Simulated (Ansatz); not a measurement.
Kohn–Sham single points on Ge₂H₆O₂, SMILES `[OH][GeH2][GeH2][OH]`.

```yaml
crystal:
  periodic: [false, false, false]
  atoms:
    - {symbol: O, position_ang: [-0.309256, 2.454965, -0.006439]}
    - {symbol: Ge, position_ang: [0.600728, 0.984126, 0.456680]}
    - {symbol: Ge, position_ang: [-0.721451, -1.006356, -0.054168]}
    - {symbol: O, position_ang: [0.308544, -2.466661, 0.057762]}
    - {symbol: H, position_ang: [-0.425020, 2.532119, -0.955905]}
    - {symbol: H, position_ang: [0.860048, 1.168481, 1.957793]}
    - {symbol: H, position_ang: [1.943459, 0.946350, -0.311292]}
    - {symbol: H, position_ang: [-1.840548, -1.265747, 0.963144]}
    - {symbol: H, position_ang: [-1.315383, -0.903235, -1.479215]}
    - {symbol: H, position_ang: [0.981881, -2.495141, -0.625359]}
basis:
  gaussian: {orbitals: def2-TZVPP}
hamiltonian: {xc: {name: r2SCANh}, dispersion: d4}
output: {orbitals: {seedname: orbitals}}
```

```sh
$ ansatz run in.yaml --threads 4 --pin off --events-out ev --progress --plain
```

It prints (some lines left out):

```
Functional definition: r2SCANh
1410 factors; their error is unknown
mean field evaluation 1: about -117218.4413 eV, gradient 7.9e1 eV
mean field evaluation 2: about -117181.8317 eV, gradient 1.6e2 eV
mean field evaluation 4: about -117228.0205 eV, gradient 3.2e0 eV
mean field evaluation 8: about -117228.0440 eV, gradient 3.6e-2 eV
mean field evaluation 16: about -117228.2482 eV, gradient 1.3e-5 eV
mean field -117228.24816078 eV, -4308.0586597483 hartree, gradient 1.3e-5 eV, S^2 0.000000; 0 other end points of the search recorded, 0 dependent functions left out
reference -117228.24817213 eV, -4308.0586601653 hartree; 43, 43 occupied and 199, 199 virtual orbitals, 1410 factors
Total energy: -117228.29769291 eV, -4308.0604800202 hartree
```

Run time 8 s (4 threads of a server CPU on a shared host); peak host memory 0.83 GiB.

With the line `hamiltonian: {xc: hse06, dispersion: d4}` (abridged; 5.5 s):

```
Functional definition: HSE06
mean field evaluation 16: about -117212.5578 eV, gradient 1.8e-5 eV
mean field -117212.55778735 eV, -4307.4820491600 hartree, gradient 1.8e-5 eV, S^2 0.000000
Total energy: -117212.71133697 eV, -4307.4876920043 hartree
```

Changing it to `hamiltonian: {xc: {name: revPBE}, dispersion: d4}` (abridged; 2.7 s):

```
Functional definition: revPBE
mean field evaluation 16: about -117221.2895 eV, gradient 5.1e-5 eV
mean field -117221.28947078 eV, -4307.8029326073 hartree, gradient 7.1e-5 eV, S^2 0.000000
Total energy: -117221.79723681 eV, -4307.8215926647 hartree
```

Changing it to `hamiltonian: {xc: {name: PBE-QIDH}}` (abridged; 9.5 s):

```
Functional definition: PBE-QIDH
mean field evaluation 16: about -117184.2193 eV, gradient 3.7e-5 eV
mean field -117184.21927368 eV, -4306.4406279910 hartree, gradient 4.6e-6 eV, S^2 0.000000
20 core orbitals not correlated: weight in the atoms' cores, before any rotation towards them, 1.000 or more for the frozen orbitals, at most 0.000 for the correlated occupied ones
second order -30.75158723 eV of doubles, -0.00000000 eV of singles
Total energy: -117194.46981638 eV, -4306.8173284872 hartree
```

With the line `hamiltonian: {xc: {name: r2SCAN0}, dispersion: d4}` (abridged; 8 s):

```
Functional definition: r2SCAN0
mean field evaluation 16: about -117227.2525 eV, gradient 7.8e-5 eV
mean field -117227.25247268 eV, -4308.0220688854 hartree, gradient 7.8e-5 eV, S^2 0.000000
Total energy: -117227.30757470 eV, -4308.0240938474 hartree
```

With the line `hamiltonian: {xc: {name: CAM-B3LYP}, dispersion: d4}` (abridged; 7 s):

```
Functional definition: CAM-B3LYP
mean field -117236.71108374 eV, -4308.3696664306 hartree, gradient 5.6e-5 eV, S^2 0.000000
Total energy: -117236.87924092 eV, -4308.3758460929 hartree
```

HSE06 is the plane-wave form, built on full-range PBE exchange.
